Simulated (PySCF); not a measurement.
Si(H)2(Me)(NH2) (CH₇NSi), SMILES N[SiH2]C. The structure is a stationary point at PBE0-D3(BJ)/def2-SVP. Other conformers were not sampled.

Question: Give the equilibrium geometry at PBE0-D3(BJ)/def2-SVP (PySCF confirms it by a frequency run) as Cartesian coordinates in Å, and its point group. (The exact figures need the calculation; the answer reports its results.)

Answer: Several could match; the one computed here: point group Cs.
```xyz
10

Si     0.4998    -0.0545     0.0000
C     -0.4612     1.5639     0.0000
N     -0.4389    -1.5130     0.0000
H      1.3601    -0.0891     1.2241
H      1.3601    -0.0891    -1.2241
H     -1.1039     1.6467    -0.8909
H     -1.1039     1.6467     0.8909
H      0.2287     2.4236     0.0000
H     -0.9488    -1.7837    -0.8332
H     -0.9488    -1.7837     0.8332
```
